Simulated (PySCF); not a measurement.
## Rh(OH)₃, singlet: computed properties

Method: PBE in PySCF with Rh def2-SVP with ECP28, O def2-SVP, H def2-SVP; scalar-relativistic core potentials, no spin–orbit coupling; density-fitted integrals.

The structure is a minimum.

```xyz
7
charge 0 multiplicity 1, angstrom
Rh    0.0000    0.0000   -0.0317
O     0.0000   -1.8433    0.0083
O     1.5964    0.9217    0.0083
O    -1.5964    0.9217    0.0083
H     0.0000   -2.1430    0.9476
H     1.8559    1.0715    0.9476
H    -1.8559    1.0715    0.9476
```

- Point group: C3v
- Bond lengths: O–H 0.986 Å (×3), Rh–O 1.844 Å (×3)
- Bond angles: H–O–Rh 108.9° (×3), O–Rh–O 120.0° (×3)
- Zero-point energy: 106.0 kJ/mol
- Lowest empty level: -3.68 eV
- Atomisation energy without zero-point energy: 2416 kJ/mol
- Principal quadrupole moments (Buckingham, traceless) about the centre of mass: -0.87, -0.87, 1.74 D Å
- Principal polarisabilities: 40.3, 51.4, 51.4 bohr³
- Rotational symmetry number: 3
- Rotational constants: 0.1847, 0.1847, 0.09528 cm⁻¹
- Heat capacity Cp at 298.15 K: 86.9 J/(mol K)
- Highest occupied level: -5.18 eV
- Dipole moment: 3.93 D
- Enthalpy at 298.15 K above 0 K: 17.24 kJ/mol
- Entropy at 298.15 K and 1 bar: 311.1 J/(mol K)

Harmonic modes (masses in u: Rh 102.906, O 15.995, H 1.008):
```
symmetry  ω (cm⁻¹)  IR (km/mol, summed over degenerate members)
       e       171                                          0.2
      a1       192                                          0.7
      a2       561                                          0.0
       e       648                                          2.0
      a1       652                                          0.0
       e       689                                          240
      a1       854                                          4.1
       e       884                                          386
       e      3556                                         84.4
      a1      3561                                         55.4
```

In C3v the vibrations span 5e + 4a1 + a2. The a2 mode carries no infrared intensity, as symmetry demands.

Charges (e):
```tsv
atom	Mulliken	Löwdin	polar tensor	Mayer order to Rh1
Rh1	0.28	-0.25	0.84	–
O2,3,4	-0.31	-0.02	-0.51	1.18
H5,6,7	0.22	0.11	0.23	0.02
```
Other Mayer orders above 0.3: O–H 0.93 (×3).

Mulliken populations on Rh1 (electrons outside its core potential): s 2.59, p 6.40, d 7.71, f 0.01.

Other isomers or separated fragments may lie lower.

The final relaxation and frequency run took 86 s on 2 threads of a shared Intel Xeon Platinum 8375C @ 2.90GHz (Ice Lake) host, with 88 basis functions and 13 gradients; the process peaked at 1.4 GiB.
